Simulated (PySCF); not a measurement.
C₆ coefficients of unlike pairs at PBE

Calculated with PySCF 2.14 from the dipole response of each species, C₆(A,B) = (3/π) ∫ α_A(iu) α_B(iu) du, in atomic units, from isotropic polarisabilities. For ions this is the dispersion term alone; charge-induced terms of lower order in 1/R come first.

| species | configuration | basis | relativity | α (bohr³) | C₆ (like pair) |
| --- | --- | --- | --- | --- | --- |
| P²⁺ | [Ne] 3s2 3p1 (2P) | x2c-QZVPPall with one added diffuse shell each of s, p, d, f type (10s7p5d3f1g) | spin-free X2C | 9.152 | 32.96 |
| Sr²⁺ | [Kr] (1S) | aug-cc-pwCVTZ-X2C with one added diffuse shell each of s, p, d, f type (11s10p8d4f) | spin-free X2C | 5.944 | 29.03 |
| Zr | [Kr] 4d2 5s2 (3F) | aug-cc-pVTZ-PP with one added diffuse shell each of s, p, d, f, g type with ECP28MDF (7s7p6d4f3g) | core potential | 121.4 | 1693 |
| In | [Kr] 4d10 5s2 5p1 (2P) | aug-cc-pVTZ-DK3 (8s7p5d2f) | spin-free X2C | 80.30 | 818.1 |

(1) Estimate C₆ for Zr with Sr²⁺.

No spin-orbit coupling is included.

The other pairs:

| pair | C₆ |
| --- | --- |
| In, Sr²⁺ | 117.6 |
| In, Zr | 1173 |
| In, P²⁺ | 149.0 |
| Sr²⁺, P²⁺ | 29.14 |
| Zr, P²⁺ | 206.6 |

Results:

(1) The integral gives 159.7. The combination rule 2 C_A C_B / (C_A α_B/α_A + C_B α_A/α_B) gives 145.5 and the geometric mean 221.7.
